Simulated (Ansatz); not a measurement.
Isomers of B2H5NSi, relaxed with PBE0-D4/def2-TZVP in Ansatz; electronic energies, one conformer each and not always the lowest. Functionals use def2-TZVPP; CBS adds triple-zeta CCSD(T) − MP2 to the MP2 limit of def2-TZVPP and def2-QZVPP.

(1) Order them by energy at frozen-core CCSD(T)/CBS, lowest first. (Best estimate.)
A. `NB1B[SiH2]1`
B. `B1NB[SiH2]1`
C. `BN1B[SiH2]1`

(2) How do ωB97M-V, r2SCAN-D4, PBE0-D4, MP2/CBS(def2) place them (kJ/mol, against `B1NB[SiH2]1`)? (Best estimate.)

Answers

(1) B (0.0 kJ/mol), C (30.9 kJ/mol), A (139.9 kJ/mol).

(2) The calculation gave: 
```json
{"isomer": "`NB1B[SiH2]1`", "ωB97M-V": "138.8", "r2SCAN-D4": "119.2", "PBE0-D4": "130.3", "MP2/CBS(def2)": "138.3"}
{"isomer": "`BN1B[SiH2]1`", "ωB97M-V": "26.9", "r2SCAN-D4": "29.9", "PBE0-D4": "39.8", "MP2/CBS(def2)": "24.8"}
```
